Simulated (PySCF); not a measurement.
## Worked example: chemical shift, span and skew from a shielding tensor

C₄H₇FO, SMILES C[C@@]1(F)CCO1. Atoms are numbered in the order given.

```xyz
13

C      1.7110    -0.5027     0.1712
C      0.3481     0.1226     0.0700
F      0.4506     1.4354     0.5083
C     -0.4941     0.0412    -1.2121
C     -1.5604    -0.5592    -0.2858
O     -0.6348    -0.5547     0.8240
H      2.0272    -0.4893     1.2249
H      2.4384     0.0664    -0.4260
H      1.6824    -1.5443    -0.1777
H     -0.7146     1.0209    -1.6571
H     -0.0990    -0.6443    -1.9750
H     -1.8983    -1.5814    -0.5245
H     -2.4396     0.0791    -0.0901
```
Charge 0, spin multiplicity 1.

Geometry optimised at r2SCAN-D4/def2-SVP. The structure was generated by enumeration; whether it is a known compound was not checked.

GIAO shieldings from PBE/pcSseg-1 run with PySCF, non-relativistic, no solvent. The symmetric part of the tensor of C4 has the principal values 123.3, 135.7, 172.6 ppm. The same nucleus in TMS has σ = 182.0 ppm at this level (PySCF, at its B3LYP-D3(BJ)/def2-TZVP geometry).

**Question.** Work out the isotropic shielding, the ¹³C shift against TMS, the span and the skew.

**Answer.** 
σ(iso) = (σ11 + σ22 + σ33)/3 = 143.9 ppm. δ = σ(ref) − σ(iso) = 182.0 − (143.9) = 38.1 ppm.
Span Ω = σ33 − σ11 = 49.3 ppm. Skew κ = 3(σ(iso) − σ22)/Ω = 0.50. Tumbling in solution averages the tensor to δ; in a static solid the shielding alone would spread this spin-1/2 line over Ω.
